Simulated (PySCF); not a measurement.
# Correlation energy of Nb (niobium, neutral)

Starting occupation: [Kr] 4d3 5s2, 4d5/2 with m_j = +1/2, +3/2, +5/2. Calculation: PySCF 2.14, in x2c-TZVPall-2c; X2C-1e with screened-nucleus spin-orbit coupling, Gaussian nucleus. Frozen: [Ar] 3d10; 13 electrons correlated; the 6 highest virtual spinors left out.

MP2 pair energies summed by pair of shells (mhartree):

| pair | energy | share (%) |
| --- | --- | --- |
| 4p-4p | -89.18 | 32.0 |
| 4d-4p | -73.78 | 26.5 |
| 4p-5s | -24.87 | 8.9 |
| 4d-5s | -23.74 | 8.5 |
| 4p-4s | -23.28 | 8.4 |
| 5s-5s | -18.08 | 6.5 |
| 4d-4d | -12.41 | 4.5 |
| 4d-4s | -6.91 | 2.5 |
| 4s-4s | -4.97 | 1.8 |
| 4s-5s | -1.44 | 0.5 |

Total MP2 correlation energy: -278.65 mhartree.

The GHF reference relaxed away from the jj start to a determinant that is no pure jj level (⟨S²⟩ = 3.78, ⟨J²⟩ = 24.80); the energies belong to that determinant.

This basis was not built for core-valence correlation, so the inner-shell part is incomplete.
